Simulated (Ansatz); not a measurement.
`N#[C][GeH]([F])[Cl]` + `N=C=O` → `O=C=[N][GeH]([F])[Cl]` + `C#N` at 600 K and 1 bar (ligand exchange at a Ge–C bond).

Gas-phase electronic energies from Ansatz, PBE0-D4/def2-TZVP geometries. CCSD(T)/CBS is the MP2 limit (def2-TZVPP, def2-QZVPP) plus CCSD(T) − MP2 in def2-TZVPP, frozen cores. This one scheme is used for every species. For Ge outer-core shells are correlated without core-valence functions, which leaves a few kJ/mol of doubt a bond. Scalar relativity is left out up to krypton. One conformer a species, not always the lowest.

```
                species  CCSD(T)/CBS energy (Eh)  H − E (kJ/mol)  S (J/(mol·K))
  `N#[C][GeH]([F])[Cl]`              -2729.09452           102.9          413.1
                `N=C=O`               -168.51995            83.3          274.5
`O=C=[N][GeH]([F])[Cl]`              -2804.31074           124.2          455.5
                  `C#N`                -93.32098            64.3          228.4
```

H − E and S are ideal-gas, rigid-rotor, harmonic terms from PBE0-D4/def2-TZVP, for one conformer and one mirror image of each species. 1 Eh = 2625.50 kJ/mol, R = 8.31446 J/(mol·K).

Task: By hand: ΔE, ΔH, ΔS and ΔG.

Result: ΔE = (-2804.31074) + (-93.32098) − (-2729.09452) − (-168.51995) = -0.01725 Eh = -45.3 kJ/mol. Δ(H − E) = 124.2 + 64.3 − 102.9 − 83.3 = 2.3, so ΔH = -43.0 kJ/mol. ΔS = 455.5 + 228.4 − 413.1 − 274.5 = -3.7 J/(mol·K). ΔG = -43.0 − 600 × (-3.7)/1000 = -40.8 kJ/mol.

Task: By hand: the equilibrium constant, and the temperature at which ΔG would vanish if ΔH and ΔS stayed fixed.

Result: log₁₀ K = −ΔG/(RT ln 10) = 3.6. ΔG = 0 at ΔH/ΔS = 11622 K, far beyond where these terms or the molecules hold.

The number of gas molecules stays the same, so ΔS is small and ΔH decides. A doubt of 5 kJ/mol in ΔE shifts log₁₀ K by 0.4 here. Other conformers and mirror images would add mixing entropy, several J/(mol·K) or more a flexible species. Modes under 60 cm⁻¹, often nearly free rotors, make the harmonic entropy too high. These are equilibria of isolated gas molecules and say nothing of rates. Largest T1 diagnostic: 0.018 (customary marks: 0.02 for closed shells, 0.045 for open ones).
